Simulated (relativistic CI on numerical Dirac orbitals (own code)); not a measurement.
**Re⁷⁺: O2,3 absorption edge**

Computed with this model: Dirac-Coulomb-Breit CI, KLI orbitals optimised for each configuration, a model potential for QED, multiplet model of core-to-valence dipole absorption, unscaled Slater integrals; configurations [Xe] 4f14 → [Kr] 4d10 4f14 5s2 5p5 5d; 10 K; Lorentzian 0.6 eV and Gaussian 0.3 eV FWHM. Energies are those of the free ion, without screening or charge transfer. The branching ratio is the share of the lower-energy edge in the whole absorption, uncertain by about 0.02 where the edges overlap. S is read from ⟨S²⟩ = S(S + 1).

free ion: ground-state S = 0.00, centroid 62.23 eV. Peaks (eV, height): 51.3 (24), 64.8 (100).

Strongest unbroadened transitions for free ion:

```tsv
Energy (eV)	Relative strength
42.77	0.1
51.35	23.9
64.85	100.0
```
